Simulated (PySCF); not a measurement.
## Excitation energies in several basis sets

C₂H₈ClGaS.
Numbering: `[CH3:1][S+:2]([CH3:3])[GaH2-:4][Cl:5]` (hydrogens: H6, H7, H8 on C1; H9, H10, H11 on C3; H12, H13 on Ga4)

TDDFT with PBE0 (PySCF), vertical singlets, core orbitals frozen in the response, spherical d and f functions. Geometry: PBE0-D3(BJ)/def2-SVP, one conformer, isolated molecule. Relativistic effects, spin–orbit coupling among them, are left out although an element past zinc is present.

```tsv
basis	functions	diffuse	S1 (eV)	S2 (eV)	S3 (eV)	S4 (eV)	S5 (eV)	LUMO (eV)	α (au)
6-31G*	112	no	6.66	6.73	6.82	7.04	7.07	0.34	75.7
def2-SVP	136	no	6.76	6.83	7.01	7.09	7.21	0.49	75.7
def2-SVPD	196	yes	6.45	6.62	6.69	6.76	6.90	-0.06	92.4
aug-cc-pVDZ	208	yes	6.37	6.47	6.58	6.63	6.67	-0.33	93.2
def2-TZVP	232	no	6.35	6.75	6.76	6.82	7.07	0.02	87.1
def2-TZVPD	292	yes	6.23	6.51	6.58	6.62	6.72	-0.24	93.8
```

Compare the sets with the largest diffuse one.

States are compared by their number. Against the largest diffuse basis here (def2-TZVPD, itself not a converged limit), sets without diffuse functions differ by up to 0.52 eV in S1 and 0.49 eV in S5; the smaller diffuse sets differ by up to 0.21 and 0.17 eV. S1 is led by HOMO→LUMO+1 (74%) in def2-SVP and by HOMO-1→LUMO (86%) in def2-TZVPD. State by state, the largest deviation of a set without diffuse functions is S1 0.52, S2 0.33, S3 0.43, S4 0.48, S5 0.49 eV. The same number needn't mean the same state in each row. Against def2-TZVPD the polarisability deviates by -19% in 6-31G*, -19% in def2-SVP, -1% in def2-SVPD, -1% in aug-cc-pVDZ, -7% in def2-TZVP.

Without π bonds the low states are Rydberg-like; a valence basis with one diffuse set may place them up to an eV too high.
